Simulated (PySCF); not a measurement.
**Exact simulation of a proton spin system**

Molecule: `C1(F)=CC=C(N=C=O)C=C1`, C$_{7}$H$_{4}$FNO.

Bonds (- single, = double, # triple, : aromatic): O1=C2 1.169 Å, C2=N3 1.200 Å, N3-C4 1.382 Å, C4:C5 1.400 Å, C5:C6 1.390 Å, C6:C7 1.390 Å, C7-F8 1.331 Å, C7:C9 1.390 Å, C9:C10 1.390 Å, C10:C4 1.402 Å. C5 carries H11; C6 carries H12; C9 carries H13; C10 carries H14.

Theory: GIAO PBE/pcSseg-1 shieldings, spin–spin couplings from B3LYP/pcJ-1 (spin–dipole term only in couplings to heteroatoms), geometry from PBE0-D3(BJ)/def2-SVP, in PySCF (fast rotation and ring inversion assumed for equivalent nuclei, in vacuum, one computed conformer, non-relativistic Hamiltonian).

Scale: TMS for ¹H (σ = 31.20 ppm) (reference shieldings calculated alike).

Shifts (ppm): F8 -121.7, H11/H14 6.99, H12/H13 6.92.
Couplings (Hz): F8–H11, F8–H14: 4.3; F8–H12, F8–H13: 8.1; H11–H12, H13–H14: 9.9; H11–H13, H12–H14: 0.3; H11–H14: 2.5; H12–H13: 2.8.

The 5-spin Hamiltonian (Zeeman plus full scalar coupling among like nuclei) was diagonalised exactly; lines are Lorentzian, 0.5 Hz wide, and the maxima above 3 % are listed with the tallest set to 100.

(1) Give the ¹H peak list of this spin system at 250 MHz.

(2) And at 600 MHz?

(3) Among coupled protons with different shifts, which pair is furthest from first order, and how does the field change that?

## Answers

(1) 
δ in ppm (height): 7.034 (4), 7.025 (23), 7.015 (14), 7.007 (31), 6.997 (18), 6.994 (24), 6.984 (93), 6.976 (42), 6.966 (91), 6.959 (24), 6.956 (23), 6.951 (93), 6.940 (22), 6.929 (17), 6.919 (100), 6.909 (46), 6.901 (5), 6.888 (14), 6.878 (31), 6.869 (4)

(2) 
```json
{"Hz": "4204.8", "ppm": "7.008", "height": "6"}
{"Hz": "4201.9", "ppm": "7.003", "height": "52"}
{"Hz": "4200.4", "ppm": "7.001", "height": "10"}
{"Hz": "4199.6", "ppm": "6.999", "height": "20"}
{"Hz": "4197.5", "ppm": "6.996", "height": "54"}
{"Hz": "4195.2", "ppm": "6.992", "height": "21"}
{"Hz": "4194.0", "ppm": "6.990", "height": "26"}
{"Hz": "4191.7", "ppm": "6.986", "height": "87"}
{"Hz": "4189.7", "ppm": "6.983", "height": "27"}
{"Hz": "4188.8", "ppm": "6.981", "height": "17"}
{"Hz": "4187.3", "ppm": "6.979", "height": "85"}
{"Hz": "4184.4", "ppm": "6.974", "height": "12"}
{"Hz": "4163.4", "ppm": "6.939", "height": "12"}
{"Hz": "4160.6", "ppm": "6.934", "height": "86"}
{"Hz": "4158.2", "ppm": "6.930", "height": "25"}
{"Hz": "4155.4", "ppm": "6.926", "height": "12"}
{"Hz": "4152.5", "ppm": "6.921", "height": "100"}
{"Hz": "4150.3", "ppm": "6.917", "height": "69"}
{"Hz": "4147.4", "ppm": "6.912", "height": "6"}
{"Hz": "4144.6", "ppm": "6.908", "height": "19"}
{"Hz": "4142.3", "ppm": "6.904", "height": "53"}
{"Hz": "4139.4", "ppm": "6.899", "height": "6"}
```

(3) H11 and H12: Δν/J is about 1.8 at 250 MHz (strongly coupled) and 4.2 at 600 MHz (intermediate, with clear roofing). J in Hz doesn't depend on the field, while Δν in Hz grows in proportion to it. The system also holds chemically equivalent protons that couple differently to a partner (AA′BB′ or AA′XX′ type), and that part stays second order at any field.

Unscaled 3J(H,H) at this level run about 10 % above measured values.
